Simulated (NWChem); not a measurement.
# H2TeO; SMILES O[TeH]

```xyz
4

Te     0.0309    -0.2954    -0.0057
H     -1.6504    -0.5139    -0.0186
O      0.0078     1.7337    -0.0694
H     -0.0181     2.0030     0.8709
```
Atoms are numbered in this order, from 1.

Program: NWChem. Medium grid unless said otherwise, to which SCAN and Minnesota functionals are sensitive. Geometry: optimised at PBE-D3(BJ)/def2-SVP. def2 effective core potentials on Te; no spin-orbit coupling.

Problem. Order these by “dipole (D)”, lowest first: TPSSh/def2-SVP; Hartree-Fock/def2-SVP; MPW1K/def2-SVP; B3LYP/def2-SVP; LC-BLYP (range parameter 0.33 per bohr)/def2-SVP.

Solution. TPSSh/def2-SVP (1.70), B3LYP/def2-SVP (1.77), LC-BLYP (range parameter 0.33 per bohr)/def2-SVP (1.84), MPW1K/def2-SVP (1.91), Hartree-Fock/def2-SVP (2.17)
